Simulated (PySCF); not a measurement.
How methods differ on the excitation energy of Nd²⁺

Nd²⁺ [Xe] 4f4 (high-spin determinant) → Nd²⁺ [Xe] 4f3 6s1 (high-spin determinant), as a difference of total energies. All numbers are calculated (PySCF 2.14, scalar relativity by spin-free X2C-1e, in cc-pVDZ-X2C (8s7p5d3f1g, 84 functions)). Correlated levels: valence: [Kr] 4d10 frozen. The calculations carry no spin-orbit coupling.

```tsv
method	excitation energy (eV)
UHF	2.606
MP2 (valence)	3.369
SCS-MP2 (valence)	3.059
CCSD (valence)	3.284
CCSD(T) (valence)	3.303
```

How much does correlation contribute at CCSD(T) (valence)?

3.303 − (2.606) = 0.697 eV, measured against UHF.

A first-order spin-orbit estimate (lowest level to lowest level, LS coupling) adds -0.042 eV.

The basis was made for the ground configuration and has no added diffuse functions, so the excitation energy can come out too high.

The coupled-cluster amplitudes are large for the upper state (T1 above 0.03 or a double amplitude above 0.15), so a single reference is strained.

The determinant of the lower state and of the upper state mixes LS terms, which raises its energy above the lowest term, most at the Hartree-Fock and MP2 levels.
